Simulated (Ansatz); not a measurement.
Cost and result for the atomization energy of C₃H₇ClSi, SMILES `C=C([SiH3])CCl` (12 atoms, 11 bonds).

```xyz
12

C     1.435    0.136   -0.755
C     0.217    0.004   -0.232
Si   -0.012   -0.167    1.622
C    -0.976   -0.039   -1.128
Cl   -2.176    1.219   -0.686
H     2.327    0.129   -0.138
H     1.588    0.252   -1.826
H     1.316   -0.466    2.219
H    -0.552    1.074    2.232
H    -0.952   -1.284    1.907
H    -1.506   -0.989   -1.044
H    -0.708    0.132   -2.171
```

Charge 0, multiplicity 1. The geometry is a stationary point of PBE0-D4/def2-TZVP. It is one conformer, not always the lowest. Program: Ansatz. All runs use 4 threads of an AMD EPYC 7R43 on a shared host. Times are those of one run each, without the atoms' runs, and a repeat can differ threefold. Electronic energies, without spin–orbit coupling; frozen cores. CCSD(T)/CBS adds CCSD(T) − MP2 in def2-TZVPP to the MP2 limit, and its time is that of the two runs behind it. T1 = 0.011. B3LYP takes the VWN-RPA correlation (the form of Gaussian; ORCA's B3LYP/G).

CCSD(T)/CBS is a level of theory with its own doubt, some kJ/mol a heavy atom from the limit and from the frozen cores, so smaller differences don't rank the functionals.

```json
{"level": "PBE-D4/def2-TZVPP (with forces)", "functions": "275", "wall time": "3.5 s", "atomization (kcal/mol)": "1065.3", "difference from CCSD(T)/CBS": "17.2", "per bond": "1.6"}
{"level": "PBE0-D4/def2-TZVPP", "functions": "275", "wall time": "4.3 s", "atomization (kcal/mol)": "1052.4", "difference from CCSD(T)/CBS": "4.3", "per bond": "0.4"}
{"level": "r2SCAN-D4/def2-TZVPP (with forces)", "functions": "275", "wall time": "6 s", "atomization (kcal/mol)": "1050.5", "difference from CCSD(T)/CBS": "2.4", "per bond": "0.2"}
{"level": "B3LYP-D4/def2-TZVPP (with forces)", "functions": "275", "wall time": "7 s", "atomization (kcal/mol)": "1047.9", "difference from CCSD(T)/CBS": "-0.2", "per bond": "0.0"}
{"level": "B2PLYP/def2-TZVPP", "functions": "275", "wall time": "8 s", "atomization (kcal/mol)": "1036.0", "difference from CCSD(T)/CBS": "-12.1", "per bond": "-1.1"}
{"level": "ωB97X-V/def2-TZVPP", "functions": "275", "wall time": "9 s", "atomization (kcal/mol)": "1050.8", "difference from CCSD(T)/CBS": "2.7", "per bond": "0.2"}
{"level": "ωB97M-V/def2-TZVPP (with forces)", "functions": "275", "wall time": "13 s", "atomization (kcal/mol)": "1051.2", "difference from CCSD(T)/CBS": "3.1", "per bond": "0.3"}
{"level": "MP2/def2-QZVPP", "functions": "521", "wall time": "48 s", "atomization (kcal/mol)": "1049.6", "difference from CCSD(T)/CBS": "1.5", "per bond": "0.1"}
{"level": "CCSD(T)/def2-TZVPP", "functions": "275", "wall time": "4 min", "atomization (kcal/mol)": "1022.9", "difference from CCSD(T)/CBS": "-25.2", "per bond": "-2.3"}
{"level": "CCSD(T)/CBS(def2)", "functions": "–", "wall time": "4.8 min", "atomization (kcal/mol)": "1048.1", "difference from CCSD(T)/CBS": "0.0", "per bond": "0.0"}
```

The D4 term adds +11.1 kcal/mol with B3LYP and +5.9 kcal/mol with PBE0; it sums over pairs of atoms, weighted by their polarisabilities, and B3LYP, whose exchange is more repulsive, gets the larger term. In def2-TZVPP, CCSD(T) changes the Hartree–Fock value by +238.8 kcal/mol (the triples alone add +15.0 kcal/mol) and MP2 by +250.7 kcal/mol; breaking electron pairs costs correlation energy, which Hartree–Fock lacks. From PBE to PBE0 (25 % exact exchange), in def2-TZVPP and without D4, the atomization energy moves by −11.8 kcal/mol: exact exchange takes away binding that semilocal exchange gives to molecules.
